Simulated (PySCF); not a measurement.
CrFO2, doublet, at a GFN2-xTB geometry (such geometries of metal compounds can be far from the true shape) (the multiplicity is a formal guess). Base run: DF-PBE/def2-SV(P) in PySCF.

The PySCF input:
```python
from pyscf import gto, scf, dft

mol = gto.Mole()
mol.atom = '''
    Cr    0.02076939   -0.01910847    0.01855706
    O     1.47023574   -0.30501994   -0.40978795
    O    -0.42309097   -0.65838513    1.34539195
    F    -0.98618039    0.90731598   -0.88113348
'''
mol.basis = 'def2-sv(p)'
mol.spin = 1
mol.verbose = 4
mol.build()

mf = dft.UKS(mol)
mf.xc = 'pbe'
mf = mf.density_fit(auxbasis='def2-universal-jkfit')
mf.kernel()
```

The base run was repeated with changes; each row names its change, and settings that it needs were set with it.

```
change               basis functions       E (Eh)  HOMO (eV)  dipole (D)  core-seconds (rough)
-------------------  ---------------  -----------  ---------  ----------  --------------------
base                              66  -1294.02766      -6.57        0.83                    10
basis = STO-3G                     …            …          …           …                    10
basis = LANL2DZ                   49   -336.42816      -7.13        0.68                    20
basis = 6-31G                     54  -1294.22586      -6.56        0.94                     8
basis = pcseg-1                   73            …      -6.83           …                    10
basis = def2-SVP                  73  -1294.03937      -6.55        0.85                    10
basis = 6-31G**                   76  -1294.28106      -6.26        1.06                    10
basis = 6-31G*                    76  -1294.28106      -6.26        1.06                    10
basis = cc-pVDZ                   85  -1294.42935      -6.77        0.84                    20
basis = aug-pcseg-1                …            …      -6.83           …                    20
basis = pc-2                     146  -1294.53195      -6.78        0.89                    30
basis = pcseg-2                  146            …          …           …                    30
basis = cc-pVTZ                  158  -1294.51374      -6.72        0.90                    30
```

Problem. Fill in the missing entries.

Solution. 
- basis = STO-3G, basis functions: 33
- basis = STO-3G, E (Eh): -1279.98547
- basis = STO-3G, HOMO (eV): -2.31
- basis = STO-3G, dipole (D): 1.56
- basis = pcseg-1, E (Eh): -1294.21942
- basis = pcseg-1, dipole (D): 0.88
- basis = aug-pcseg-1, basis functions: 116
- basis = aug-pcseg-1, E (Eh): -1294.24070
- basis = aug-pcseg-1, dipole (D): 0.87
- basis = pcseg-2, E (Eh): -1294.52519
- basis = pcseg-2, HOMO (eV): -6.75
- basis = pcseg-2, dipole (D): 0.91

Totals compare only among sets that treat the same electrons; sets with core potentials leave the core out.

Open shells are given as the SCF converged; they aren't shown to be the lowest states, and a large step between rows can be another state.
